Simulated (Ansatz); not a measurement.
Two isomers of C3H7NOSi: A = `C=C1O[SiH2]C1N`, B = `C=N/C([SiH3])=C\O`.

Computed with Ansatz on PBE0-D4/def2-TZVP structures; ΔE is electronic, products minus reactants. CCSD(T)/CBS adds triple-zeta CCSD(T) − MP2 to the extrapolated MP2 energy (def2 sets, frozen cores). DFT in def2-TZVPP. B3LYP here is the variant with VWN-RPA as its local correlation; programs differ in this. One conformer a species, not always the lowest.

A:

Z-matrix (Å, degrees):
```
Si
C 1 1.891
C 1 2.243 2 42.4
O 1 1.691 2 79.3 3 11.0
H 1 1.484 2 121.9 3 121.6
H 1 1.486 2 116.6 3 -99.1
N 2 1.434 1 125.5 3 122.9
H 2 1.096 1 107.3 3 -106.7
C 3 1.323 1 163.8 2 -123.6
H 7 1.012 2 111.4 1 -175.1
H 7 1.012 2 111.1 1 -55.4
H 9 1.082 3 119.6 1 117.7
H 9 1.082 3 121.4 1 -62.5
```

B:

```xyz
13

C    -2.134    0.387   -0.235
N    -1.288   -0.518    0.005
C     0.080   -0.219    0.034
Si    1.182   -1.247   -1.058
C     0.631    0.646    0.898
O    -0.097    1.378    1.776
H    -3.192    0.130   -0.229
H    -1.860    1.423   -0.458
H     2.587   -0.808   -0.837
H     0.833   -1.053   -2.491
H     1.054   -2.694   -0.745
H     1.710    0.759    0.948
H     0.494    1.816    2.392
```

Q: Which is lower in electronic energy at CCSD(T)/CBS, and by how much? (An estimate is asked.)

A: Ansatz gave: A, by 120.9 kJ/mol.

Q: Give E(B) − E(A) in kJ/mol with B3LYP-D4, B2PLYP, CCSD(T)/def2-TZVPP, CCSD/def2-TZVPP, B3LYP, PBE-D4, MP2/def2-TZVPP. (Best estimate.)

A: Ansatz gave: B3LYP-D4 106.4, B2PLYP 112.9, CCSD(T)/def2-TZVPP 116.8, CCSD/def2-TZVPP 120.0, B3LYP 105.6, PBE-D4 112.4, MP2/def2-TZVPP 127.3. None reverses the order clearly.

Largest T1 diagnostic: 0.013.

From PBE to PBE0 (25 % exact exchange), in def2-TZVPP and without D4, E(B) − E(A) moves by +14.4 kJ/mol. In def2-TZVPP, CCSD(T) changes the Hartree–Fock value by +7.0 kJ/mol (the triples alone add −3.2 kJ/mol) and MP2 by +17.5 kJ/mol.
